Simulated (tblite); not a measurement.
Record of a relaxation.

Species: C6H6N2 (charge -1 and doublet state).
SMILES with atom numbers: `[H]/[C-:1]=[C:2]/[c:3]1[cH:4][n:5][n:6]([CH3:7])[cH:8]1` (hydrogens: H9 on C1; H10 on C4; H11, H12, H13 on C7; H14 on C8)
Bond orders are those of one Lewis drawing.

Computed with GFN2-xTB (tblite), gas phase: L-BFGS steps from a force-field or distance-geometry start until the largest atomic force falls under 0.01 eV/Å. 12 of its 118 geometries are shown.

Step 0: E = -590.7442 eV, largest atomic force 3.268 eV/Å
```
atom  x, y, z in Å  |  force x, y, z in eV/Å
C1      3.076   -1.123    0.617   -0.290   2.562   0.160
C2      2.588    0.115    0.524    0.250  -2.695   0.326
C3      1.225    0.347    0.160    2.067   1.135   0.103
C4      0.828    1.519   -0.532   -1.708  -1.949   0.874
N5     -0.501    1.400   -0.700   -0.476   2.690  -1.793
N6     -0.945    0.270   -0.196    0.302  -1.128   0.208
C7     -2.318   -0.176   -0.211    0.027   0.427   1.217
C8      0.098   -0.421    0.365    0.102  -0.599   0.329
H9      2.435   -1.956    0.407    0.192  -1.177  -0.243
H10     1.498    2.308   -0.816   -0.608   0.177  -0.215
H11    -2.400   -1.255   -0.448    0.228   0.485  -0.008
H12    -2.945    0.403   -0.911    0.425  -0.135   0.393
H13    -2.681   -0.043    0.865   -0.174  -0.159  -1.159
H14     0.041   -1.388    0.853   -0.337   0.366  -0.190
```

Step 11: E = -591.7926 eV, largest atomic force 0.677 eV/Å
```
atom  x, y, z in Å  |  force x, y, z in eV/Å
C1      3.041   -1.238    0.774   -0.016   0.055   0.088
C2      2.451   -0.146    0.581    0.235  -0.381  -0.302
C3      1.249    0.423    0.147   -0.102  -0.049   0.020
C4      0.763    1.553   -0.541   -0.475  -0.146  -0.022
N5     -0.549    1.470   -0.786   -0.150  -0.131   0.186
N6     -0.971    0.291   -0.226    0.134   0.041   0.068
C7     -2.333   -0.137   -0.171    0.609   0.264  -0.135
C8      0.095   -0.365    0.388   -0.443   0.059  -0.128
H9      3.058   -2.244    0.353    0.444   0.349   0.124
H10     1.219    2.462   -0.935    0.286  -0.465   0.243
H11    -2.364   -1.215   -0.431   -0.242   0.405  -0.045
H12    -2.870    0.491   -0.888   -0.227  -0.320   0.160
H13    -2.747   -0.021    0.847   -0.162   0.030  -0.119
H14    -0.043   -1.325    0.865    0.109   0.289  -0.139
```

Step 21: E = -592.3749 eV, largest atomic force 0.645 eV/Å
```
atom  x, y, z in Å  |  force x, y, z in eV/Å
C1      3.063   -1.260    0.836    0.506  -0.037  -0.399
C2      2.377   -0.426    0.207   -0.104   0.286   0.226
C3      1.196    0.308    0.137   -0.237  -0.379  -0.066
C4      0.760    1.478   -0.509    0.105  -0.177  -0.061
N5     -0.549    1.544   -0.714   -0.151  -0.372   0.216
N6     -1.059    0.363   -0.201    0.084  -0.141   0.252
C7     -2.426   -0.054   -0.186    0.233   0.197  -0.002
C8     -0.028   -0.359    0.447   -0.321  -0.022   0.015
H9      3.813   -1.978    0.517   -0.114   0.173   0.239
H10     1.387    2.279   -0.865   -0.005   0.128  -0.112
H11    -2.474   -1.121   -0.484   -0.060   0.279   0.201
H12    -3.038    0.520   -0.893    0.227   0.051   0.095
H13    -2.880    0.055    0.831    0.106  -0.115  -0.359
H14    -0.141   -1.350    0.855   -0.271   0.128  -0.247
```

Step 32: E = -592.7284 eV, largest atomic force 0.753 eV/Å
```
atom  x, y, z in Å  |  force x, y, z in eV/Å
C1      3.396   -1.057    0.587    0.405  -0.358   0.099
C2      2.353   -0.525    0.248   -0.119  -0.003   0.154
C3      1.099    0.054    0.089   -0.078   0.121   0.048
C4      0.764    1.263   -0.537    0.087  -0.053   0.057
N5     -0.538    1.504   -0.630    0.133  -0.279   0.122
N6     -1.129    0.446    0.055   -0.223  -0.088   0.149
C7     -2.474    0.057   -0.174   -0.450  -0.045   0.147
C8     -0.160   -0.458    0.583    0.178  -0.002  -0.141
H9      4.286   -1.645    0.707   -0.543   0.484  -0.193
H10     1.451    2.015   -0.889    0.127   0.005  -0.242
H11    -2.596   -0.995   -0.535    0.222   0.283   0.187
H12    -2.953    0.698   -0.919    0.121   0.130   0.082
H13    -3.049    0.148    0.783    0.066  -0.138  -0.417
H14    -0.451   -1.506    0.610    0.073  -0.056  -0.052
```

Step 43: E = -592.8214 eV, largest atomic force 0.110 eV/Å
```
atom  x, y, z in Å  |  force x, y, z in eV/Å
C1      3.427   -1.019    0.543   -0.009  -0.007  -0.012
C2      2.326   -0.553    0.327   -0.044   0.010  -0.041
C3      1.066   -0.012    0.124    0.041   0.028   0.024
C4      0.765    1.189   -0.523    0.004  -0.003  -0.005
N5     -0.528    1.470   -0.567   -0.025  -0.056  -0.012
N6     -1.151    0.455    0.172    0.025  -0.031   0.068
C7     -2.495    0.102   -0.164    0.061   0.045  -0.003
C8     -0.195   -0.515    0.611    0.016  -0.034   0.003
H9      4.375   -1.451    0.675    0.019   0.006  -0.007
H10     1.468    1.863   -0.992    0.023   0.036  -0.007
H11    -2.572   -0.923   -0.566   -0.017  -0.026  -0.048
H12    -2.875    0.803   -0.908   -0.009   0.032  -0.028
H13    -3.142    0.159    0.726   -0.011  -0.040  -0.004
H14    -0.472   -1.568    0.518   -0.075   0.040   0.070
```

Step 53: E = -592.8348 eV, largest atomic force 0.171 eV/Å
```
atom  x, y, z in Å  |  force x, y, z in eV/Å
C1      3.424   -1.040    0.527   -0.087   0.127  -0.074
C2      2.323   -0.579    0.298   -0.044   0.013   0.029
C3      1.057   -0.038    0.124   -0.016   0.015   0.011
C4      0.761    1.164   -0.527    0.006   0.010   0.020
N5     -0.528    1.464   -0.548   -0.017  -0.014   0.029
N6     -1.159    0.471    0.220    0.020  -0.046   0.018
C7     -2.487    0.106   -0.186    0.034   0.001  -0.012
C8     -0.200   -0.503    0.644    0.017  -0.025   0.051
H9      4.406   -1.393    0.628    0.066  -0.106   0.017
H10     1.460    1.841   -0.999    0.040  -0.038  -0.032
H11    -2.545   -0.889   -0.662    0.053  -0.015  -0.066
H12    -2.836    0.856   -0.897   -0.094  -0.001   0.020
H13    -3.163    0.086    0.682    0.018   0.029  -0.019
H14    -0.514   -1.546    0.674    0.003   0.052   0.008
```

Step 64: E = -592.8602 eV, largest atomic force 0.262 eV/Å
```
atom  x, y, z in Å  |  force x, y, z in eV/Å
C1      3.417   -1.038    0.420    0.202  -0.141   0.045
C2      2.292   -0.600    0.316   -0.223   0.136  -0.016
C3      1.036   -0.023    0.180   -0.040  -0.028  -0.040
C4      0.747    1.155   -0.520    0.018   0.000   0.015
N5     -0.538    1.477   -0.518    0.038  -0.013  -0.028
N6     -1.185    0.512    0.281    0.042   0.063   0.068
C7     -2.458    0.088   -0.250    0.007  -0.009   0.004
C8     -0.211   -0.438    0.731    0.049   0.024   0.055
H9      4.373   -1.463    0.528   -0.021   0.019  -0.018
H10     1.447    1.788   -1.047    0.045  -0.001  -0.006
H11    -2.402   -0.810   -0.890    0.021  -0.057  -0.045
H12    -2.853    0.911   -0.844   -0.057   0.012  -0.006
H13    -3.149   -0.123    0.572   -0.044  -0.065   0.046
H14    -0.515   -1.435    1.020   -0.039   0.059  -0.074
```

Step 74: E = -592.8791 eV, largest atomic force 0.108 eV/Å
```
atom  x, y, z in Å  |  force x, y, z in eV/Å
C1      3.361   -1.100    0.408    0.059  -0.037   0.003
C2      2.268   -0.578    0.346   -0.093   0.038  -0.039
C3      1.027    0.032    0.224   -0.018  -0.026   0.006
C4      0.746    1.179   -0.527   -0.008  -0.030  -0.002
N5     -0.537    1.512   -0.535    0.003  -0.025  -0.043
N6     -1.195    0.582    0.303    0.017   0.034   0.015
C7     -2.416    0.053   -0.271   -0.002   0.018   0.001
C8     -0.217   -0.331    0.820   -0.013  -0.032  -0.013
H9      4.301   -1.569    0.445   -0.007   0.013   0.033
H10     1.455    1.768   -1.094   -0.017   0.021   0.021
H11    -2.258   -0.768   -0.994    0.057   0.010  -0.035
H12    -2.929    0.867   -0.783   -0.012   0.031  -0.021
H13    -3.064   -0.327    0.524    0.008  -0.022   0.086
H14    -0.542   -1.321    1.111    0.027   0.006  -0.011
```

Step 85: E = -592.8832 eV, largest atomic force 0.065 eV/Å
```
atom  x, y, z in Å  |  force x, y, z in eV/Å
C1      3.346   -1.110    0.399    0.045  -0.046   0.011
C2      2.252   -0.591    0.337   -0.036   0.048  -0.009
C3      1.016    0.026    0.214    0.034   0.019  -0.004
C4      0.741    1.172   -0.543    0.011   0.019   0.006
N5     -0.537    1.519   -0.541   -0.015   0.006  -0.006
N6     -1.198    0.605    0.314   -0.002  -0.003  -0.001
C7     -2.404    0.054   -0.271   -0.009  -0.011  -0.021
C8     -0.223   -0.314    0.828   -0.004  -0.013  -0.016
H9      4.286   -1.573    0.470    0.015  -0.001   0.014
H10     1.451    1.762   -1.107    0.001  -0.015  -0.014
H11    -2.208   -0.720   -1.036    0.000   0.003  -0.014
H12    -2.962    0.865   -0.742   -0.011   0.009   0.031
H13    -3.012   -0.397    0.519   -0.016   0.003   0.015
H14    -0.548   -1.298    1.136   -0.015  -0.016   0.006
```

Step 96: E = -592.8865 eV, largest atomic force 0.043 eV/Å
```
atom  x, y, z in Å  |  force x, y, z in eV/Å
C1      3.340   -1.131    0.411    0.032  -0.027   0.002
C2      2.265   -0.574    0.332   -0.021  -0.026   0.010
C3      1.023    0.027    0.186    0.009   0.017   0.004
C4      0.741    1.176   -0.562    0.001  -0.003  -0.015
N5     -0.538    1.522   -0.551   -0.014  -0.020  -0.016
N6     -1.191    0.603    0.305    0.007  -0.020  -0.001
C7     -2.409    0.058   -0.259    0.005  -0.004  -0.024
C8     -0.214   -0.324    0.797    0.003  -0.005   0.043
H9      4.285   -1.571    0.552   -0.014   0.025  -0.004
H10     1.447    1.760   -1.137    0.005   0.028   0.000
H11    -2.231   -0.672   -1.071   -0.001  -0.008  -0.012
H12    -3.003    0.878   -0.666   -0.022   0.019   0.025
H13    -2.973   -0.445    0.533   -0.008   0.022  -0.006
H14    -0.542   -1.307    1.108    0.018   0.003  -0.006
```

Step 106: E = -592.8881 eV, largest atomic force 0.016 eV/Å
```
atom  x, y, z in Å  |  force x, y, z in eV/Å
C1      3.345   -1.137    0.413   -0.006  -0.001  -0.004
C2      2.273   -0.573    0.337    0.004  -0.001   0.012
C3      1.030    0.025    0.180   -0.011  -0.005   0.007
C4      0.743    1.169   -0.573   -0.003  -0.002  -0.004
N5     -0.538    1.507   -0.566    0.000   0.004  -0.005
N6     -1.186    0.590    0.295    0.001  -0.007  -0.009
C7     -2.418    0.065   -0.253    0.002   0.003   0.009
C8     -0.207   -0.333    0.792   -0.005  -0.007  -0.005
H9      4.294   -1.552    0.595    0.004   0.006  -0.006
H10     1.442    1.760   -1.149    0.015   0.006   0.003
H11    -2.264   -0.646   -1.087   -0.005  -0.003  -0.001
H12    -3.016    0.900   -0.623   -0.001   0.004  -0.002
H13    -2.971   -0.450    0.539    0.009  -0.004   0.002
H14    -0.527   -1.326    1.078   -0.003   0.007   0.003
```

Step 117: E = -592.8885 eV, largest atomic force 0.009 eV/Å
```
atom  x, y, z in Å  |  force x, y, z in eV/Å
C1      3.350   -1.135    0.403   -0.008  -0.001  -0.002
C2      2.274   -0.574    0.350    0.001   0.002   0.001
C3      1.030    0.016    0.183    0.001   0.002   0.002
C4      0.748    1.160   -0.574    0.002  -0.002   0.000
N5     -0.533    1.499   -0.576    0.000   0.000   0.001
N6     -1.184    0.587    0.284    0.001  -0.002  -0.001
C7     -2.423    0.070   -0.253    0.000   0.001   0.003
C8     -0.212   -0.339    0.787    0.002   0.000   0.001
H9      4.305   -1.526    0.602    0.009  -0.002   0.000
H10     1.455    1.750   -1.142   -0.001   0.001  -0.001
H11    -2.284   -0.635   -1.095    0.001   0.004  -0.002
H12    -3.025    0.909   -0.606   -0.005  -0.003  -0.005
H13    -2.965   -0.453    0.542   -0.001   0.001   0.002
H14    -0.537   -1.331    1.073   -0.001  -0.002   0.002
```

**Question.** Summarise the path.

**Answer.** The energy falls by 206.89 kJ/mol from step 0 to step 117; nine tenths of that is first reached at step 31. It falls at every step. The largest force goes from 3.268 to 0.009 eV/Å. Among the bonds C1=C2 changes most, from 1.334 to 1.215 Å; the atoms move by 0.746 Å rms after alignment.

**Question.** Follow the three bonds and two angles with the largest change from start to end.

**Answer.** 
```json
{"step": "0", "E above end (kJ/mol)": "206.89", "largest force (eV/Å)": "3.268", "C1=C2 (Å)": "1.334", "N5–N6 (Å)": "1.314", "N6–C8 (Å)": "1.371", "C1–C2–C3 (°)": "121.1", "C2–C1–H9 (°)": "119.3"}
{"step": "5", "E above end (kJ/mol)": "144.05", "largest force (eV/Å)": "1.045", "C1=C2 (Å)": "1.279", "N5–N6 (Å)": "1.355", "N6–C8 (Å)": "1.382", "C1–C2–C3 (°)": "131.0", "C2–C1–H9 (°)": "123.3"}
{"step": "10", "E above end (kJ/mol)": "111.61", "largest force (eV/Å)": "0.618", "C1=C2 (Å)": "1.261", "N5–N6 (Å)": "1.366", "N6–C8 (Å)": "1.382", "C1–C2–C3 (°)": "141.2", "C2–C1–H9 (°)": "136.0"}
{"step": "15", "E above end (kJ/mol)": "87.22", "largest force (eV/Å)": "1.501", "C1=C2 (Å)": "1.251", "N5–N6 (Å)": "1.352", "N6–C8 (Å)": "1.390", "C1–C2–C3 (°)": "153.0", "C2–C1–H9 (°)": "136.1"}
{"step": "20", "E above end (kJ/mol)": "53.12", "largest force (eV/Å)": "0.578", "C1=C2 (Å)": "1.249", "N5–N6 (Å)": "1.380", "N6–C8 (Å)": "1.409", "C1–C2–C3 (°)": "148.4", "C2–C1–H9 (°)": "131.0"}
{"step": "25", "E above end (kJ/mol)": "36.52", "largest force (eV/Å)": "0.580", "C1=C2 (Å)": "1.242", "N5–N6 (Å)": "1.374", "N6–C8 (Å)": "1.404", "C1–C2–C3 (°)": "150.9", "C2–C1–H9 (°)": "144.9"}
{"step": "31", "E above end (kJ/mol)": "18.35", "largest force (eV/Å)": "0.604", "C1=C2 (Å)": "1.225", "N5–N6 (Å)": "1.387", "N6–C8 (Å)": "1.430", "C1–C2–C3 (°)": "170.7", "C2–C1–H9 (°)": "167.7"}
{"step": "36", "E above end (kJ/mol)": "8.77", "largest force (eV/Å)": "0.545", "C1=C2 (Å)": "1.212", "N5–N6 (Å)": "1.402", "N6–C8 (Å)": "1.431", "C1–C2–C3 (°)": "178.2", "C2–C1–H9 (°)": "172.7"}
{"step": "41", "E above end (kJ/mol)": "6.76", "largest force (eV/Å)": "0.112", "C1=C2 (Å)": "1.215", "N5–N6 (Å)": "1.402", "N6–C8 (Å)": "1.431", "C1–C2–C3 (°)": "177.5", "C2–C1–H9 (°)": "175.8"}
{"step": "46", "E above end (kJ/mol)": "6.18", "largest force (eV/Å)": "0.076", "C1=C2 (Å)": "1.214", "N5–N6 (Å)": "1.400", "N6–C8 (Å)": "1.430", "C1–C2–C3 (°)": "177.8", "C2–C1–H9 (°)": "177.1"}
{"step": "51", "E above end (kJ/mol)": "5.56", "largest force (eV/Å)": "0.129", "C1=C2 (Å)": "1.215", "N5–N6 (Å)": "1.404", "N6–C8 (Å)": "1.432", "C1–C2–C3 (°)": "175.8", "C2–C1–H9 (°)": "174.4"}
{"step": "56", "E above end (kJ/mol)": "4.56", "largest force (eV/Å)": "0.149", "C1=C2 (Å)": "1.215", "N5–N6 (Å)": "1.405", "N6–C8 (Å)": "1.432", "C1–C2–C3 (°)": "178.4", "C2–C1–H9 (°)": "177.1"}
{"step": "61", "E above end (kJ/mol)": "3.21", "largest force (eV/Å)": "0.165", "C1=C2 (Å)": "1.213", "N5–N6 (Å)": "1.411", "N6–C8 (Å)": "1.434", "C1–C2–C3 (°)": "177.1", "C2–C1–H9 (°)": "179.0"}
{"step": "66", "E above end (kJ/mol)": "2.47", "largest force (eV/Å)": "0.080", "C1=C2 (Å)": "1.214", "N5–N6 (Å)": "1.411", "N6–C8 (Å)": "1.434", "C1–C2–C3 (°)": "176.3", "C2–C1–H9 (°)": "176.5"}
{"step": "71", "E above end (kJ/mol)": "1.17", "largest force (eV/Å)": "0.113", "C1=C2 (Å)": "1.214", "N5–N6 (Å)": "1.414", "N6–C8 (Å)": "1.434", "C1–C2–C3 (°)": "178.4", "C2–C1–H9 (°)": "177.9"}
{"step": "76", "E above end (kJ/mol)": "0.76", "largest force (eV/Å)": "0.051", "C1=C2 (Å)": "1.213", "N5–N6 (Å)": "1.414", "N6–C8 (Å)": "1.435", "C1–C2–C3 (°)": "178.4", "C2–C1–H9 (°)": "178.6"}
{"step": "81", "E above end (kJ/mol)": "0.65", "largest force (eV/Å)": "0.047", "C1=C2 (Å)": "1.214", "N5–N6 (Å)": "1.415", "N6–C8 (Å)": "1.436", "C1–C2–C3 (°)": "178.4", "C2–C1–H9 (°)": "179.0"}
{"step": "86", "E above end (kJ/mol)": "0.49", "largest force (eV/Å)": "0.052", "C1=C2 (Å)": "1.213", "N5–N6 (Å)": "1.415", "N6–C8 (Å)": "1.435", "C1–C2–C3 (°)": "177.7", "C2–C1–H9 (°)": "178.7"}
{"step": "92", "E above end (kJ/mol)": "0.33", "largest force (eV/Å)": "0.049", "C1=C2 (Å)": "1.213", "N5–N6 (Å)": "1.415", "N6–C8 (Å)": "1.434", "C1–C2–C3 (°)": "178.0", "C2–C1–H9 (°)": "177.5"}
{"step": "97", "E above end (kJ/mol)": "0.16", "largest force (eV/Å)": "0.047", "C1=C2 (Å)": "1.213", "N5–N6 (Å)": "1.416", "N6–C8 (Å)": "1.434", "C1–C2–C3 (°)": "177.2", "C2–C1–H9 (°)": "174.8"}
{"step": "102", "E above end (kJ/mol)": "0.06", "largest force (eV/Å)": "0.020", "C1=C2 (Å)": "1.214", "N5–N6 (Å)": "1.415", "N6–C8 (Å)": "1.434", "C1–C2–C3 (°)": "176.6", "C2–C1–H9 (°)": "173.2"}
{"step": "107", "E above end (kJ/mol)": "0.04", "largest force (eV/Å)": "0.016", "C1=C2 (Å)": "1.214", "N5–N6 (Å)": "1.414", "N6–C8 (Å)": "1.434", "C1–C2–C3 (°)": "176.2", "C2–C1–H9 (°)": "172.1"}
{"step": "112", "E above end (kJ/mol)": "0.01", "largest force (eV/Å)": "0.016", "C1=C2 (Å)": "1.214", "N5–N6 (Å)": "1.413", "N6–C8 (Å)": "1.434", "C1–C2–C3 (°)": "175.5", "C2–C1–H9 (°)": "171.2"}
{"step": "117", "E above end (kJ/mol)": "0.00", "largest force (eV/Å)": "0.009", "C1=C2 (Å)": "1.215", "N5–N6 (Å)": "1.413", "N6–C8 (Å)": "1.434", "C1–C2–C3 (°)": "175.1", "C2–C1–H9 (°)": "170.1"}
```

What follows is the cost of the whole relaxation. Hardware: an Arm Neoverse V1 with one thread, no GPU, shared host. Cost: 0.72 s wall.
